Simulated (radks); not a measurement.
The mean radii <r> (bohr) of the occupied orbitals of an atom or ion are listed with their occupations. All-electron calculation, non-relativistic Kohn-Sham, AM05, spin-polarised, spherical densities, point nucleus. Program: a radial shooting solver on a logarithmic mesh with Libxc functionals.

| orbital | occ. | <r> |
|---|---|---|
| 1s down | 1 | 0.06165 |
| 1s up | 1 | 0.06165 |
| 2s up | 1 | 0.2832 |
| 2s down | 1 | 0.2826 |
| 2p up | 3 | 0.2488 |
| 2p down | 3 | 0.2482 |
| 3s up | 1 | 0.8522 |
| 3s down | 1 | 0.8556 |
| 3p up | 3 | 0.8907 |
| 3p down | 3 | 0.8967 |
| 3d up | 4 | 1.026 |

Name the element and its charge. Open shells, if any, are filled with parallel spins first.

Answer. Z = 25, manganese, charge +3: Mn3+ in [Ar] 3d4. The 1s radius gives Z: for a bare nucleus <r> = 1.5/Z, 0.06 bohr for Z = 25, and screening makes it slightly larger (0.06165 here). The occupations add up to 22, and the charge is Z minus that.
